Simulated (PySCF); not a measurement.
C2H3O2 (SMILES [CH2]OC=O), doublet, geometry from GFN2-xTB. Base run: PBE0/6-31G* in PySCF.

Input for PySCF:
```python
from pyscf import gto, scf, dft

mol = gto.M(
    atom='''
C    -0.879281    0.003510    0.015641
O    -0.818830   -1.011327    0.656700
O     0.170849    0.700151   -0.446594
H    -1.802591    0.513737   -0.288524
C     1.414846    0.280287   -0.206134
H     1.577655   -0.618866    0.359629
H     2.195402    0.891757   -0.608989
''',
    basis='6-31g*',
    charge=0,
    spin=1,
    verbose=3,
)

mf = dft.UKS(mol)
mf.xc = 'pbe0'
mf.kernel()
mo_i, mo_e, stable_i, stable_e = mf.stability(internal=True, external=False, return_status=True, nroots=6, tol=1e-6)
print('internally stable:', stable_i, ' externally stable:', stable_e)
if not stable_i:
    umf = mf.copy()
    umf.scf_summary = {}
    umf.kernel(umf.make_rdm1(mo_i, mf.mo_occ))
```

The bond that is stretched is that between atoms 2 and 1. A test that says stable can miss a lower solution.

Each row names what was changed in the base input (with any setting that the change needs).

```csv
change,ΔE vs base (mEh),<S^2>,stability test says,outcome
base,0.000,0.755,internally stable (external not tested),converged
bond × 1.25,80.283,0.772,internally stable (external not tested),converged
bond × 1.5,-,-,-,not converged
bond × 1.8,-,-,-,not converged
bond × 2.2,327.6,2.192,internally stable (external not tested),converged
bond × 3.0,-,-,-,not converged
```

On stretching, the SCF can end on different states; <S^2> shows the spin contamination of each.
